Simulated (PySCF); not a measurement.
Isomers of C5H10Cl2OSi2, one GFN2-xTB conformer each. Single-point energies are computed at PBE0/pcSseg-1 (PySCF, gas phase, no added dispersion term), electronic only.

```
                          SMILES  GFN2-xTB relative energy (kcal/mol)
   OCCC1=C(C(Cl)Cl)[SiH2][SiH2]1                                 53.1
CC#C[C@@H](Cl)[SiH2][Si@H](Cl)OC                                  0.0
```

Conformers: `[OH:1][CH2:2][CH2:3][C:4]1=[C:5]([CH:6]([Cl:7])[Cl:8])[SiH2:9][SiH2:10]1` with H–O1–C2–C3 173°, O1–C2–C3–C4 -55°, C2–C3–C4–C5 -153°, C4–C5–C6–Cl7 65°; `[CH3:1][C:2]#[C:3][C@@H:4]([Cl:5])[SiH2:6][Si@H:7]([Cl:8])[O:9][CH3:10]` with C3–C4–Si6–Si7 178°, C4–Si6–Si7–Cl8 -171°, Si6–Si7–O9–C10 47°.

Task: What does PBE0/pcSseg-1 give for the same structures?

Result: 
```json
{"SMILES": "CC#C[C@@H](Cl)[SiH2][Si@H](Cl)OC", "PBE0/pcSseg-1 E (Eh)": "-1770.21599", "PBE0/pcSseg-1 (kcal/mol)": "0.0", "GFN2-xTB (kcal/mol)": "0.0", "point group": "C1"}
{"SMILES": "OCCC1=C(C(Cl)Cl)[SiH2][SiH2]1", "PBE0/pcSseg-1 E (Eh)": "-1770.16105", "PBE0/pcSseg-1 (kcal/mol)": "34.5", "GFN2-xTB (kcal/mol)": "53.1", "point group": "C1"}
```

Both levels put the same isomer lowest. As drawn, the lower has a C≡C bond and an Si–O bond, which the higher lacks; the higher has a four-membered ring, an O–H bond and a C=C bond outside aromatic rings, which the lower lacks.

Task: Which frontier levels, dipoles and rotational constants go with these structures?

Result: 
| SMILES | HOMO (eV, PBE0/pcSseg-1) | LUMO (eV) | dipole (D) | A, B, C (MHz) |
| --- | --- | --- | --- | --- |
| CC#C[C@@H](Cl)[SiH2][Si@H](Cl)OC | -7.35 | -0.66 | 2.63 | 1259, 335.2, 281.5 |
| OCCC1=C(C(Cl)Cl)[SiH2][SiH2]1 | -7.50 | -1.22 | 3.18 | 894.3, 531.8, 423.9 |
